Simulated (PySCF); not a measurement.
Question: What does the PBE0-D3(BJ)/def2-SVP structure of `C1CC[C@H]2O[C@H]2C1` look like in three dimensions?

Answer: 
Z-matrix in Å and degrees, rows numbered from 1:
```
C 
C   1  1.5240
C   2  1.5286  1  112.36
C   3  1.5122  2  113.38  1    40.59
O   4  1.4186  3  115.94  2   -77.76
C   5  1.4114  4   62.61  3   112.57
C   6  1.5056  4  120.80  5   104.13
H   1  1.1010  2  110.34  3   175.52
H   1  1.1025  2  109.80  3    57.89
H   2  1.1048  1  108.52  3   120.91
H   2  1.1014  1  110.60  3  -122.96
H   3  1.1034  2  110.33  1   -79.56
H   3  1.1015  2  110.16  1   163.37
H   4  1.0991  3  116.07  2   145.25
H   6  1.1001  4  118.13  5  -102.94
H   7  1.1031  1  110.86  2   173.70
H   7  1.1045  1  110.17  2   -68.65
```

The C–C distances run from 1.470 Å (C4–C6, drawn single) to 1.529 Å (C2–C3, drawn single), a spread of 0.059 Å. Of the pairs four or more bonds apart, O5···H9 is among the closest relative to their van der Waals radii: 2.70 Å, 99 % of the sum of Bondi's values. O5 (epoxide oxygen) is bent (angle 62.6°). The 6-membered ring C1–C2–C3–C4–C6–C7 has internal angles of 110.8° to 121.5° (sum 691°, against 720° for a flat polygon); it is puckered, 0.20 Å rms from its mean plane, widest ring torsion 63°.

Level of theory: PySCF, PBE0-D3(BJ)/def2-SVP geometry optimisation, gas phase.

Point group: C1 (no symmetry element, even within 0.4 Å). Whether it is a minimum is left open (no frequencies). The numbers are those of one conformer (C7–C1–C2–C3 -63°, C1–C2–C3–C4 41°, C2–C3–C4–O5 -78°, C3–C4–O5–C6 113°).
